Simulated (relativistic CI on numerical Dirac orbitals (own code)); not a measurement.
# P XV: sensitivity of the levels to the model

Base calculation: Dirac-Coulomb-Breit CI, KLI orbitals optimised for each configuration, model QED (radiative potential, 1s self-energy scaled to tabulated hydrogen-like ionisation energies).

Configurations in the expansion: 1s, 2s, 2p, 3s, 3p, 3d, 4s, 4p, 4d, 4f, 5s, 5p, 5d, 5f, 5g, 6s, 6p, 6d. Levels of other configurations are missing.

Variants: (1) QED terms removed; (2) non-relativistic limit. Shifts of the energy above 1s 2S_1/2, in eV, for the lowest level and the first level of each name with at least 55 % of one term (blank where a level changes its place among those of its configuration and J or its character, or is not in the variant):

| Level | Base | Δ(1) | Δ(2) |
| --- | --- | --- | --- |
| 1s 2S_1/2 | 0.00 | 0.00 | 0.00 |
| 2p 2P°_1/2 | 2301.65 | +0.61 | -5.73 |
| 2s 2S_1/2 | 2301.74 | +0.52 | -5.82 |
| 2p 2P°_3/2 | 2303.97 | +0.60 | -8.05 |
| 3p 2P°_1/2 | 2728.68 | +0.61 | -7.59 |
| 3s 2S_1/2 | 2728.71 | +0.58 | -7.62 |
| 3d 2D_3/2 | 2729.37 | +0.61 | -8.28 |
| 3p 2P°_3/2 | 2729.37 | +0.60 | -8.28 |
| 3d 2D_5/2 | 2729.59 | +0.61 | -8.51 |
| 4p 2P°_1/2 | 2878.05 | +0.61 | -8.15 |
| 4s 2S_1/2 | 2878.06 | +0.60 | -8.16 |
| 4d 2D_3/2 | 2878.34 | +0.61 | -8.44 |
| 4p 2P°_3/2 | 2878.34 | +0.61 | -8.44 |
| 4f 2F°_5/2 | 2878.43 | +0.61 | -8.54 |
